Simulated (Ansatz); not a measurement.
`C[Se][SiH](F)Cl` → `C[Si](F)(Cl)[SeH]`  (isomerisation)

Computed with Ansatz on PBE0-D4/def2-TZVP structures; ΔE is electronic, products minus reactants. CBS: MP2 limit from def2 TZ/QZ plus the TZ coupled-cluster correction, frozen cores. Functionals use def2-TZVPP. For Se outer-core shells are correlated without core-valence functions, which leaves a few kJ/mol of doubt a bond. Scalar relativity is left out up to krypton. One conformer a species, not always the lowest.

```csv
level,ΔE (kJ/mol)
PBE-D4,-62.5
B97M-V,-69.8
r2SCANh-D4,-67.5
B2PLYP,-61.7
LC-ωPBE,-68.9
HF/def2-TZVPP,-61.0
CCSD/def2-TZVPP,-63.0
SCS-MP2/def2-QZVPP,-59.2
```

Question: What does CCSD(T)/CBS give? (Best estimate.)

Answer: Ansatz gave: -63.0 kJ/mol. The listed levels differ from it by 0.5, -6.8, -4.5, 1.3, -5.9, 2.0, 0.0, 3.8 kJ/mol.

Largest T1 diagnostic among the species: 0.010.

From BLYP to BHLYP (50 % exact exchange), in def2-TZVPP and without D4, ΔE moves by −5.2 kJ/mol. Leaving LDA and LC-ωPBE aside and taking each functional with its dispersion term where it has one, the values, not all of them listed here, spread over 10.6 kJ/mol, from B97M-V to BLYP-D4. LDA lies −8.2 kJ/mol from PBE without D4.
